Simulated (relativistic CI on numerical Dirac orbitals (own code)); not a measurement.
Hg¹⁷⁺: q coefficients and field-shift factors

Calculated at this level of theory: Dirac-Coulomb-Breit CI, KLI orbitals optimised for each configuration, derivatives by finite differences, unscaled Slater integrals, QED left out (own radial code, finite nucleus).

CI space (outside the closed core [Kr] 4d10): 4f¹⁴5s²5p, 4f¹⁴5s5p², 4f¹⁴5s²5d, 4f¹³5s²5p², 4f¹⁴5s5p5d, 4f¹⁴5p³, 4f¹³5p⁴. Double excitations out of closed p, d and f shells are left out; levels of such configurations are missing from the list, as are those of other unlisted configurations, and high levels can miss mixing partners.

With x = (α/α₀)² − 1 an excitation energy changes as ω = ω₀ + qx; K = 2q/ω₀ is the relative enhancement. Terms are leading LS components, so labels can repeat. The field-shift factor is F = δν/δ⟨r²⟩ for the transition from the lowest level.

Lowest level 4f¹⁴5s²5p ²P°1/2.

```tsv
Level	ω₀ (cm⁻¹)	q (cm⁻¹)	F (GHz/fm²)
4f¹⁴5s²5p ²P°3/2	199936	257800	-60.6
4f¹⁴5s5p² ⁴P1/2	342696	78950	-714
4f¹³5s²5p² ²F°7/2	413484	-422200	113
4f¹³5s²5p² ²F°5/2	450077	-390900	115
4f¹⁴5s5p² ⁴P3/2	495117	318600	-765
4f¹⁴5s5p² ⁴P5/2	529075	325100	-756
4f¹⁴5s5p² ²D3/2	578600	322700	-728
4f¹³5s²5p² ⁴F°9/2	593758	-162500	58.7
4f¹⁴5s5p² ²P1/2	598396	304800	-753
4f¹³5s²5p² ²F°5/2	600521	-161100	58.7
4f¹³5s²5p² ²G°7/2	609030	-162100	58.8
4f¹³5s²5p² ²P°3/2	613694	-156500	59.3
4f¹³5s²5p² ²H°11/2	614296	-163100	59.1
```

At this charge transitions that keep the count of f electrons are usually good to a few per cent. Levels that differ in their count of f electrons can be misplaced by several ten thousand cm⁻¹, since the correlation energy of f electrons is missing or only estimated; rates across such gaps can be off by orders of magnitude.

**Question.** Which transition from the lowest level has the largest |K|?

**Answer.** 4f¹⁴5s²5p ²P°3/2 at 199936 cm⁻¹, K = 2.58.
